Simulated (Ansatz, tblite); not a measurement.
Cost and result up the ladder for the cluster ScO3 (4 atoms). Charge 0, multiplicity 2. Geometry: r2SCAN-D4/def2-TZVP.

```xyz
4

Sc   -0.519    0.694   -0.138
O     1.084   -0.170    0.891
O    -0.581    0.423   -1.797
O     0.016   -0.947    1.043
```

Ansatz on 4 threads of Arm Neoverse V1 on a shared host; xTB runs through tblite on one thread. Times are rough, summed over both states, and most runs start from the orbitals of an earlier one. CCSD(T)/def2-TZVPP serves as the yardstick here, not as an exact answer. Differences are given only for rows in sets of like size (and for xTB, whose basis is part of the method), since another set adds its own error. The other state is a quartet at its own geometry.

The xTB rows come from tblite. Correlated methods freeze 8 core orbitals; core or outer-core shells of Sc are correlated, in sets that lack core-valence functions. In CCSD on the charge 0 quartet the largest single amplitude is 0.21, so its Hartree–Fock determinant may place the open shell otherwise than the density functionals do. The structure holds one bond between oxygen atoms, so isomers without such links may lie far lower. The structure comes from a short search, and lower isomers may exist.

Second-order perturbation terms are unreliable where d shells bring near-degenerate states, and here PBE-QIDH/def2-TZVP, MP2/def2-TZVP lie more than 0.4 eV from the median of the functionals without such a term.

Correlated methods converge slowly with the basis.

xTB has no spin-polarisation term.

```csv
level,functions,wall time
GFN1-xTB,21,0.007 s
GFN2-xTB,21,0.009 s
HF/STO-3G,33,0.51 s
LDA (SPW92)/def2-TZVP,138,2.1 s
MP2/def2-TZVP,138,4 s
PBE-D4/def2-TZVP,138,4.3 s
PBE0-D4/def2-TZVP,138,5.8 s
RPA@PBE/def2-TZVP,138,6.7 s
PBE-QIDH/def2-TZVP,138,10 s
r2SCAN-D4/def2-TZVP,138,11 s
BHLYP-D4/def2-TZVP,138,11 s
r2SCAN0-D4/def2-TZVP (with forces),138,19 s
ωB97X-V/def2-TZVP,138,38 s
CCSD(T)/def2-TZVPP,157,4.7 min
```

Question: Estimate what each level gives for the quartet − doublet (eV).

Answer: 
```tsv
level	quartet − doublet (eV)	difference from CCSD(T)/def2-TZVPP (eV)
GFN1-xTB	2.76	-0.26
GFN2-xTB	2.76	-0.26
HF/STO-3G	-0.85	–
LDA (SPW92)/def2-TZVP	2.85	-0.17
MP2/def2-TZVP	3.96	0.94
PBE-D4/def2-TZVP	2.67	-0.35
PBE0-D4/def2-TZVP	2.76	-0.26
RPA@PBE/def2-TZVP	2.39	-0.63
PBE-QIDH/def2-TZVP	3.22	0.20
r2SCAN-D4/def2-TZVP	2.66	-0.36
BHLYP-D4/def2-TZVP	2.52	-0.50
r2SCAN0-D4/def2-TZVP (with forces)	2.65	-0.37
ωB97X-V/def2-TZVP	3.03	0.01
CCSD(T)/def2-TZVPP	3.02	0.00
```
